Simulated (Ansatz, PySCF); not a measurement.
Donor–acceptor adduct: BH3 (SMILES B) (first 4 atoms) with AsH3 (SMILES [AsH3]); geometry from B3LYP-D3(BJ)/def2-TZVP, rigid monomers moved along the line of their centres of mass till B1···As5 is 1.88 Å.
(charge 0, multiplicity 1):
```xyz
8

B     -0.00516    -0.05977     0.62956
H     -0.86618     0.77756     0.57872
H     -0.35292    -1.18244     0.37704
H      1.06646     0.26575     0.19285
As     0.33694    -0.16114     2.47719
H     -0.78512    -0.55103     3.40899
H      0.80963     1.07503     3.20367
H      1.38530    -1.12636     2.97577
```

Counterpoise-corrected where a basis set is named; no monomer relaxation. Rows marked so take none.

Frozen-core correlation. Filled d and f shells under p-block atoms count as core. Rows in 6-31G* carry no dispersion term and start afresh at each structure (6-31G* with six Cartesian d functions); the Pople sets are all-electron and without relativity.

Codes used: Ansatz (Gaussian basis) for Hartree–Fock, density functionals and correlated methods; PySCF for 6-31G* rows, the dispersion terms. Values without a source in brackets are computed.

### Question
One of these levels gives -66.5 kJ/mol for the interaction energy. Which one is it?
A. CCSD(T)/aug-cc-pVDZ
B. HF/6-31G* (no counterpoise)
C. MP2/aug-cc-pVDZ
D. B3LYP-D4/def2-TZVPPD

### Answer
A, CCSD(T)/aug-cc-pVDZ. The others give -22.9 (HF/6-31G* (no counterpoise)), -91.7 (B3LYP-D4/def2-TZVPPD), -79.2 (MP2/aug-cc-pVDZ)

Ansatz is a program for electronic structure.
